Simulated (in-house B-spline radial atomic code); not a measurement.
How numerical settings move a run on Ag2+, [Kr] 4d9. Computed with an all-electron radial atomic-structure program (B-spline basis): scalar-relativistic (X2C) PBE0, spin-polarised, spherical fractional occupations, Fermi nucleus of rms radius 4.5454 fm.

Command:
```bash
python run_scf.py task.json out
```
Settings of the sound reference run:
```
Z                47
electrons        45
configuration    [Kr] 4d9
hamiltonian      x2c
method           pbe0
spin_polarised   True
nucleus          fermi
rms_radius       4.5454
mass_number      107
atomic_mass      106.9051
speed_of_light   137.036
knot_spacing     0.22
spline_order     8
gauss_points     12
box_radius       22.22
max_iterations   70
damping          0.5
damped_steps     3
diis_vectors     10
tolerance        1e-08
start            Thomas-Fermi
```

Cost of the run: 0.23 s on 1 thread of Intel(R) Xeon(R) 6975P-C, on a shared host.

It converges in 10 iterations to -5313.988706 hartree, with 4d down at -29.6999 eV. The other runs change the listed settings, some to values that make no sense; their results aren't properties of the atom or ion. Radii are in bohr (the nuclear one in fm), a minus after a letter asks for a j subshell, and «unchanged» means within 1e-8 hartree. The run stops when the residual is below 10 × tolerance × max(1, Z/10), or a noise floor if that is larger, and the energy moves by less than 1e-8 × √|E| hartree; so very loose and very tight tolerances often act alike.

```tsv
changed settings	outcome
knot_spacing = 0.3	converged in 10 iterations, energy +2.71e-05 hartree from the reference, 4d down level -2.7e-05 eV
max_iterations = 50, damping = 0.8, diis_vectors = 0	not converged after 50 iterations, last residual 1.2e-06, last energy -2.00e-10 hartree from the reference
first_knot = 2.13e-06	converged in 9 iterations, energy +8.61e-06 hartree from the reference, 4d down level -1.7e-05 eV
knot_spacing = 1.4	converged in 9 iterations, energy +5.17e+01 hartree from the reference, 4d down level -2.9e+00 eV (the program warns: 4d down reaches the box edge; 3p up reaches the box edge)
first_knot = 0.0638	converged in 10 iterations, energy +4.09e+00 hartree from the reference, 4d down level -3.5e-03 eV
knot_spacing = 0.4	converged in 10 iterations, energy +1.22e-03 hartree from the reference, 4d down level +1.8e-04 eV
damping = 0.2	converged in 11 iterations, energy unchanged, 4d down level +7.0e-06 eV
first_knot = 0.00638	converged in 10 iterations, energy -5.76e-02 hartree from the reference, 4d down level +4.8e-05 eV
box_radius = 1.33, first_knot = 2.13e-06, max_iterations = 75	converged in 8 iterations, energy +4.38e+01 hartree from the reference, 4d down level +1.6e+02 eV (the program warns: 4d down has a positive eigenvalue: unbound, held by the box; 4s up has a positive eigenvalue: unbound, held by the box)
max_iterations = 60, damping = 0.8, diis_vectors = 4, start = bare nucleus	converged in 12 iterations, energy unchanged, 4d down level +2.2e-05 eV
knot_spacing = 0.55	converged in 10 iterations, energy +2.08e-01 hartree from the reference, 4d down level -1.1e-02 eV
knot_spacing = 1	converged in 10 iterations, energy +2.39e+01 hartree from the reference, 4d down level -3.2e-01 eV (the program warns: 2s up reaches the box edge; 2s down reaches the box edge)
electrons = 46, configuration = [Kr] 4d9 1f1, max_iterations = 50	stopped with error: there is no 1f shell
first_knot = 0.000213	converged in 10 iterations, energy -1.07e-04 hartree from the reference, 4d down level +1.9e-06 eV
damping = 0.95	converged in 12 iterations, energy unchanged, 4d down level +6.7e-06 eV
knot_spacing = 0.75	converged in 10 iterations, energy +1.01e+01 hartree from the reference, 4d down level -7.3e-01 eV (the program warns: 3s up reaches the box edge; 3s down reaches the box edge)
hamiltonian = dirac, method = scan,scan, spin_polarised = False	stopped with error: meta-GGAs are not served with the Dirac Hamiltonian
first_knot = 2.13e-05	converged in 10 iterations, energy +3.58e-07 hartree from the reference, 4d down level +4.2e-07 eV
```

What happens with knot_spacing = 0.1?

Converged in 9 iterations, energy -2.92e-06 hartree from the reference, 4d down level -1.7e-05 eV.

What happens with gauss_points = 3, box_radius = 0.89, max_iterations = 8?

Not converged after 8 iterations, last residual 4.7e+03, last energy +1.57e+05 hartree from the reference.

What happens with first_knot = 0.0213?

Converged in 10 iterations, energy +3.96e-01 hartree from the reference, 4d down level -3.5e-04 eV.

What happens with electrons = 47, configuration = [Kr] 4d11, max_iterations = 100?

Stopped with error: shell 4d holds at most 5 electrons (per spin).
